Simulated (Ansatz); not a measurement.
System: CrO3, net charge 1, doublet state. The spin state was set by rule; other spins were not relaxed. 
Geometry from a B3LYP-D3(BJ)/def2-TZVP (Ansatz, an electronic-structure program) optimisation:
```xyz
4

Cr     0.1863    -0.1088    -0.1893
O     -1.2217    -0.9852     0.0895
O     -0.2477     1.2890    -0.6949
O      0.9104     0.0226     1.1732
```
Charge +1, spin multiplicity 2.

Total electronic energies in hartree. Cores are frozen in the correlated levels unless marked. Open shells are spin-unrestricted. No spin-orbit coupling. The frozen core is the preceding noble-gas configuration, with the filled d and f shells of earlier blocks. Non-relativistic. CBS(X,Y): correlation extrapolated as X^-3; Hartree-Fock from the larger set. The program attaches cautions to a run behind HF/STO-3G: large difference. The program attaches cautions to a run behind HF/def2-SVPD: large difference. The program attaches cautions to a run behind SCS-MP2/def2-SVPD: large difference. The program attaches cautions to a run behind CCSD(T)/STO-3G: large difference.

The UHF reference is spin-contaminated (<S^2> 2.53 over the pure value in the largest basis). The T1 diagnostic of CCSD in the largest basis is 0.154, which is high, so the coupled-cluster rows are less sure than usual.

```json
[
 {"level": "HF/STO-3G", "program": "Ansatz", "energy (Eh)": "-1253.74167"},
 {"level": "HF/def2-SVPD", "program": "Ansatz", "energy (Eh)": "-1267.04629"},
 {"level": "RI-HF/def2-QZVPPD", "program": "Ansatz", "energy (Eh)": "-1267.50695"},
 {"level": "revPBE-D3(BJ)/def2-TZVPD", "program": "Ansatz + dftd3", "energy (Eh)": "-1269.73494"},
 {"level": "r2SCAN-D3(BJ)/def2-TZVPD", "program": "Ansatz + dftd3", "energy (Eh)": "-1269.72975"},
 {"level": "PBE0-D3(BJ)/def2-TZVPD", "program": "Ansatz + dftd3", "energy (Eh)": "-1269.33793"},
 {"level": "HSE06-D4/def2-TZVPD", "program": "Ansatz + dftd4", "energy (Eh)": "-1269.32216"},
 {"level": "HSE06/def2-TZVPD", "program": "Ansatz", "energy (Eh)": "-1269.32009"},
 {"level": "RPA@PBE/def2-QZVPP", "program": "Ansatz", "energy (Eh)": "-1268.94465"},
 {"level": "RI-MP2/def2-TZVPPD", "program": "Ansatz", "energy (Eh)": "-1268.22577"},
 {"level": "RI-MP2/def2-QZVPP", "program": "Ansatz", "energy (Eh)": "-1268.31119"},
 {"level": "RI-MP2/CBS(def2-TZVPPD,def2-QZVPPD)", "program": "Ansatz", "energy (Eh)": "-1268.3529"},
 {"level": "SCS-MP2/def2-SVPD", "program": "Ansatz", "energy (Eh)": "-1267.58994"},
 {"level": "CCSD(T)/STO-3G", "program": "Ansatz", "energy (Eh)": "-1254.11053"}
]
```

Totals of different functionals don't rank their quality; only differences between species are comparable.
